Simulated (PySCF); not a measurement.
Bonds (- single, = double, # triple, : aromatic): C1-O2, O2-Si3, Si3-F4, Si3-O5, O5-C6, Si3-C7, C7-C8, C8-C9, C9-C10, C10-C7. C1 carries H11, H12, H13; C6 carries H14, H15, H16; C7 carries H17; C8 carries H18, H19; C9 carries H20, H21; C10 carries H22, H23. H19, H20, H23 are cis to Si3 on the ring; H18, H21, H22 are trans to Si3 on the ring.

- PBE0/pcSseg-1 with gauge-including orbitals
- coordinates at the GFN2-xTB level
- run in PySCF 2.14
- fast rotation and ring inversion assumed for equivalent nuclei, non-relativistic Hamiltonian, no solvent model, a single conformation

Task: Predict the 2D correlation tables (HSQC, COSY, HMBC).

Result: 

HSQC (one-bond C–H):
```csv
δH,δC
3.87 (H11/H12/H13/H14/H15/H16),53.1 (C1/C6)
2.29 (H21),23.9 (C9)
2.21 (H19/H23),22.8 (C8/C10)
2.03 (H20),23.9 (C9)
1.94 (H17),19.1 (C7)
1.91 (H18/H22),22.8 (C8/C10)
```

COSY cross peaks (H two or three bonds apart, from the bond graph; peaks can be absent where the dihedral angle is near 90°):
```csv
δH,δH
2.29 (H21),2.21 (H19/H23)
2.29 (H21),2.03 (H20)
2.29 (H21),1.91 (H18/H22)
2.21 (H19/H23),2.03 (H20)
2.21 (H19/H23),1.94 (H17)
2.21 (H19/H23),1.91 (H18/H22)
2.03 (H20),1.91 (H18/H22)
1.94 (H17),1.91 (H18/H22)
```

HMBC (two and three bonds, from the bond graph):
```csv
δH,δC
2.29 (H21),"22.8 (C8/C10), 19.1 (C7)"
2.21 (H19/H23),"23.9 (C9), 22.8 (C8/C10), 19.1 (C7)"
2.03 (H20),"22.8 (C8/C10), 19.1 (C7)"
1.94 (H17),"23.9 (C9), 22.8 (C8/C10)"
1.91 (H18/H22),"23.9 (C9), 22.8 (C8/C10), 19.1 (C7)"
```

δ = σ(ref) − σ, references computed at the same level: ¹H (31.72 ppm) and ¹³C (186.93 ppm) against TMS.

Shifts are as computed. Against solution values, carbons near 30 ppm lie about +3 ppm off and those near 130 ppm about +5 ppm. Of 1211 compounds with measured shifts, 218 miss one by over three times the rms of a fit or turn the order of signals round; such compounds aren't used in these exercises.
